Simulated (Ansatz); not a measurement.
The cluster As4O6. The state is a triplet with charge 0. Geometry r2SCAN-D4/def2-SVP, that of the charge +1 doublet; atoms count from 1.

```
atom    x (Å)    y (Å)    z (Å)
 As1  -0.8831  -1.6658  -0.7250
 As2  -0.9981   0.5813   1.6572
 As3   1.8955  -0.4599   0.5253
 As4  -0.0124   1.3299  -1.2551
  O5  -1.5701  -0.8068   0.6852
  O6   0.7477   0.1990   1.7283
  O7   0.8437  -1.6753  -0.2590
  O8  -0.8547   1.7582   0.2037
  O9  -0.7576  -0.1396  -1.8083
 O10   1.5890   0.8790  -0.7523
```

The structure comes from a short search, and lower isomers may exist.

Estimate the Mulliken populations from the PBE0/def2-SVP orbitals of Ansatz.


| atom | charge (e) | spin (α − β) |
| --- | --- | --- |
| As1 | 0.94 | 0.27 |
| As2 | 0.91 | 0.36 |
| As3 | 0.91 | 0.36 |
| As4 | 1.04 | 0.66 |
| O5 | -0.65 | 0.01 |
| O6 | -0.67 | 0.00 |
| O7 | -0.65 | 0.01 |
| O8 | -0.60 | 0.11 |
| O9 | -0.62 | 0.10 |
| O10 | -0.60 | 0.11 |
Mulliken values and Mayer orders depend strongly on the basis.

Where does the spin sit?

Summed by element: As 1.65, O 0.35, of 2 unpaired in all. Largest on single atoms: As4 0.66, As3 0.36, As2 0.36.

And the Mayer bond orders between bonded heavy atoms (over 0.3)?

As1–O5 0.88 (1.79 Å); As1–O7 0.88 (1.79 Å); As1–O9 0.70 (1.88 Å); As2–O5 0.84 (1.79 Å); As2–O6 0.90 (1.79 Å); As2–O8 0.64 (1.88 Å); As3–O6 0.90 (1.79 Å); As3–O7 0.84 (1.79 Å); As3–O10 0.64 (1.88 Å); As4–O8 1.06 (1.74 Å); As4–O9 1.06 (1.74 Å); As4–O10 1.06 (1.74 Å).
